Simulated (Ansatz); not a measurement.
A search over several starts for the lowest SCF solution of the cluster K2Te at the given spin, in a small basis.

```yaml
crystal:
  periodic: [false, false, false]
  atoms:
    - {symbol: K, position_ang: [2.532332, 0.906160, -0.318857]}
    - {symbol: K, position_ang: [-2.256364, -0.681682, 1.334028]}
    - {symbol: Te, position_ang: [-0.275968, -0.224477, -1.015171]}
basis:
  gaussian: {orbitals: def2-SVP}
magnetization: {spin_polarized: true, initial_magnetization: 0}
hamiltonian: {xc: pbe0, dispersion: d4}
output: {orbitals: {seedname: orbitals}}
```

```sh
$ ansatz run in.yaml --threads 4 --pin off --events-out ev --progress --plain --max-ram 3916MiB
```

It prints (some lines left out):

```
Functional definition: PBE0
789 factors; integrals over basis functions are off by at most 2.2e-4 eV
mean field evaluation 1: about -39927.9595 eV, gradient 1.9e1 eV
mean field evaluation 2: about -39877.2874 eV, gradient 5.7e1 eV
mean field evaluation 4: about -39931.5077 eV, gradient 1.7e0 eV
mean field evaluation 8: about -39931.5637 eV, gradient 1.8e-1 eV
mean field evaluation 16: about -39931.5640 eV, gradient 2.1e-5 eV
mean field -39931.56403881 eV, -1467.4579118400 hartree, gradient 2.0e-5 eV, S^2 0.000000; 2 other end points of the search recorded, 0 dependent functions left out
reference -39931.56413190 eV, -1467.4579152609 hartree; 31, 31 occupied and 43, 43 virtual orbitals, 789 factors
Total energy: -39931.61516968 eV, -1467.4597908650 hartree
```

It took 2.5 s on 4 threads of Arm Neoverse V1 on a shared host.

In the def2 sets Te takes a core potential; there is no spin–orbit coupling. The structure comes from a short search, and lower isomers may exist.
